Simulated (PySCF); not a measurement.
Compound: C₅H₄O₃ (charge +1 and doublet state).
Numbering: `[O:1]=[C:2]([OH:3])[C+:4]1[CH:5][CH:6]=[CH:7][O:8]1` (hydrogens: H9 on O3; H10 on C5; H11 on C6; H12 on C7)

The geometry is computed with GFN2-xTB (gas phase). This method treats the open shell by occupation alone, without spin polarisation.

Problem. What internal coordinates does the optimisation give?

Solution. 
```csv
bond,length (Å)
O1=C2,1.205
C2–O3,1.290
C2–C4,1.500
C4–C5,1.405
C5–C6,1.386
C6=C7,1.406
C7–O8,1.320
C4–O8,1.344
O3–H9,0.978
C5–H10,1.074
C6–H11,1.074
C7–H12,1.080
```

A selection of angles:
```csv
angle,degrees
O1–C2–O3,129.7
O1–C2–C4,114.7
O3–C2–C4,115.6
C2–C4–C5,128.6
C2–C4–O8,120.7
C5–C4–O8,110.5
C4–C5–C6,105.4
C5–C6–C7,105.8
C6–C7–O8,110.9
C4–O8–C7,107.2
H9–O3–C2,114.7
```

Torsions: O1–C2–C4–C5 37° (synclinal); C2–C4–C5–C6 -179° (antiperiplanar); C4–C5–C6–C7 3° (synperiplanar); C5–C6–C7–O8 0° (synperiplanar); C6–C7–O8–C4 -3° (synperiplanar); C2–C4–O8–C7 179° (antiperiplanar); H9–O3–C2–O1 0° (synperiplanar). The mirror-image conformer, all signs reversed, is as good.

The 4 C–O bonds span 1.205 Å (O1=C2, drawn double in a drawing that doesn't fit all lengths) to 1.344 Å (C4–O8, drawn single in a drawing that doesn't fit all lengths), a spread of 0.139 Å. O3 (oxygen bonded to C and H) is bent (angle 114.7°). C2 (carbon bonded to C and 2 O) is planar (angles 129.7°, 115.6° and 114.7°, sum 359.9°, 0.02 Å off the plane of its three neighbours). The C–C distances run from 1.386 Å (C5–C6, drawn single in a drawing that doesn't fit all lengths) to 1.500 Å (C2–C4, drawn single in a drawing that doesn't fit all lengths), a spread of 0.114 Å. C4 (carbon bonded to 2 C and O) is planar (angles 128.6°, 120.7° and 110.5°, sum 359.7°, 0.04 Å off the plane of its three neighbours). The 5-membered ring C4–C5–C6–C7–O8 has internal angles of 105.4° to 110.9°; it is almost planar, 0.02 Å rms from its mean plane, widest ring torsion 5°. C6 (carbon bonded to 2 C and H) is planar (angles 127.8°, 126.3° and 105.8°, sum 360.0°, 0.00 Å off the plane of its three neighbours).

Point group: C1 (no symmetry element, even within 0.4 Å). No GFN2-xTB frequencies stand behind this structure, so it isn't proved a minimum. Torsions: O1–C2–O3–H 0°, O1–C2–C4–C5 37°.
